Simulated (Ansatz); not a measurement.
Total energies of Au(NH3)Cl (AuNClH3) from Ansatz at PBE-D4/def2-TZVPD, gas phase (1 Eh = 27.2114 eV = 2625.5 kJ/mol). The reference geometry is relaxed at PBE0-D4/def2-TZVP.

Cartesian coordinates in Å:
```
Au -0.815 -0.877 -0.060
N 0.602 0.648 0.044
H 0.635 1.172 -0.824
H 1.528 0.271 0.218
H 0.383 1.296 0.794
Cl -2.333 -2.510 -0.172
```

| state | geometry | energy (Eh) |
| --- | --- | --- |
| charge 0 singlet | reference | -652.40214 |
| charge -1 doublet | reference | -652.40315 |
| free Au atom (doublet) | – | -135.74601 |
| free N atom (quartet) | – | -54.53224 |
| free H atom (doublet) | – | -0.49962 |
| free Cl atom (doublet) | – | -459.95933 |

In the def2 sets Au takes a core potential; there is no spin–orbit coupling.

Task: Work out the vertical electron affinity, to the doublet.

Result: E(charge 0 singlet) − E(charge -1 doublet) = -652.40214 − (-652.40315) = 0.00101 Eh = 0.03 eV; so near zero that its sign isn't settled.

Task: What is the binding energy per atom against free atoms?

Result: Atoms: 1 × (-135.74601) + 1 × (-54.53224) + 3 × (-0.49962) + 1 × (-459.95933) = -651.73644 Eh. Binding: -651.73644 − (-652.40214) = 0.66570 Eh = 18.11 eV, or 3.02 eV for each of 6 atoms (no zero-point energy, no counterpoise term).

At PBE-D4/def2-TZVPD the highest occupied level of the charge -1 doublet lies above zero (up to 1.90 eV). Energy differences put its binding near zero (0.03 eV; vertical, to the charge 0 singlet, at PBE-D4/def2-TZVPD), which leaves it undecided.
